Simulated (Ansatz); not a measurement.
`I[SiH]1BC1` + H₂Se → `[SeH][SiH]1BC1` + HI at 500 K and 1 bar (ligand exchange at the Si–I bond).

Calculated with Ansatz (gas phase, PBE0-D4/def2-TZVP geometries, no zero-point term in ΔE). CCSD(T)/CBS adds triple-zeta CCSD(T) − MP2 to the extrapolated MP2 energy (def2 sets, frozen cores). Elements past krypton have def2 core potentials. For I, Se outer-core shells are correlated without core-valence functions, which leaves a few kJ/mol of doubt a bond. Scalar relativity is left out up to krypton. One conformer a species, not always the lowest.

```json
{"species": "`I[SiH]1BC1`", "CCSD(T)/CBS energy (Eh)": "-651.74575", "H − E (kJ/mol)": "163.0", "S (J/(mol·K))": "384.8"}
{"species": "H₂Se", "CCSD(T)/CBS energy (Eh)": "-2401.89790", "H − E (kJ/mol)": "53.1", "S (J/(mol·K))": "237.8"}
{"species": "`[SeH][SiH]1BC1`", "CCSD(T)/CBS energy (Eh)": "-2755.59871", "H − E (kJ/mol)": "187.6", "S (J/(mol·K))": "397.0"}
{"species": "HI", "CCSD(T)/CBS energy (Eh)": "-298.03592", "H − E (kJ/mol)": "28.6", "S (J/(mol·K))": "221.6"}
```

H − E and S are ideal-gas, rigid-rotor, harmonic terms from PBE0-D4/def2-TZVP, for one conformer and one mirror image of each species. 1 Eh = 2625.50 kJ/mol, R = 8.31446 J/(mol·K).

By hand: ΔE, ΔH, ΔS and ΔG.

ΔE = (-2755.59871) + (-298.03592) − (-651.74575) − (-2401.89790) = 0.00902 Eh = 23.7 kJ/mol. Δ(H − E) = 187.6 + 28.6 − 163.0 − 53.1 = 0.1, so ΔH = 23.8 kJ/mol. ΔS = 397.0 + 221.6 − 384.8 − 237.8 = -4.0 J/(mol·K). ΔG = 23.8 − 500 × (-4.0)/1000 = 25.8 kJ/mol.

By hand: the equilibrium constant, and the temperature at which ΔG would vanish if ΔH and ΔS stayed fixed.

log₁₀ K = −ΔG/(RT ln 10) = -2.7. ΔH and −TΔS have one sign here, so there is no such temperature.

The number of gas molecules stays the same, so ΔS is small and ΔH decides. A doubt of 5 kJ/mol in ΔE shifts log₁₀ K by 0.5 here. Other conformers and mirror images would add mixing entropy, several J/(mol·K) or more a flexible species. These are equilibria of isolated gas molecules and say nothing of rates. Largest T1 diagnostic: 0.012 (customary marks: 0.02 for closed shells, 0.045 for open ones).

ΔS is within the doubt of such terms, so its sign, and with it that verdict, could turn.
